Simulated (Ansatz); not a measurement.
One change: `[OH][GaH][F]` becomes `[OH][Ga]([F])[SH]`.

Ansatz, PBE0-D4/def2-TZVP geometries, multiplicity 1. Each molecule was computed in one conformer, which needn't be the lowest.

Scalar relativity is left out up to krypton.

```json
{"property": "HOMO–LUMO gap (ωB97M-V/def2-TZVPP) / eV", "`[OH][GaH][F]`": "12.46"}
{"property": "HOMO–LUMO gap (PBE0/def2-TZVPP) / eV", "`[OH][GaH][F]`": "8.42"}
{"property": "LUMO energy (PBE/def2-TZVPP) / eV", "`[OH][GaH][F]`": "-1.73"}
{"property": "size of the dipole moment (B3LYP/def2-TZVPP) / D", "`[OH][GaH][F]`": "3.39"}
{"property": "HOMO energy (ωB97M-V/def2-TZVPP) / eV", "`[OH][GaH][F]`": "-11.72"}
{"property": "size of the dipole moment (ωB97M-V/def2-TZVPP) / D", "`[OH][GaH][F]`": "3.39"}
```

(1) Give the same properties after the change, and the shifts. (Best estimate.)

Results:

(1) The calculation gave: 
| property | `[OH][Ga]([F])[SH]` | shift |
| --- | --- | --- |
| HOMO–LUMO gap (ωB97M-V/def2-TZVPP) / eV | 11.06 | -1.40 |
| HOMO–LUMO gap (PBE0/def2-TZVPP) / eV | 7.01 | -1.41 |
| LUMO energy (PBE/def2-TZVPP) / eV | -2.15 | -0.42 |
| size of the dipole moment (B3LYP/def2-TZVPP) / D | 1.32 | -2.07 |
| HOMO energy (ωB97M-V/def2-TZVPP) / eV | -10.42 | 1.30 |
| size of the dipole moment (ωB97M-V/def2-TZVPP) / D | 1.28 | -2.11 |

With PBE0 the HOMO rises by 1.16 eV and the LUMO falls by 0.26 eV, so the gap narrows by about 1.42 eV. PBE moves the HOMO by 0.76 eV and ωB97M-V by 1.30 eV. Dipoles are sizes alone; their direction can turn.

B3LYP here is the variant with VWN-RPA as its local correlation; programs differ in this.
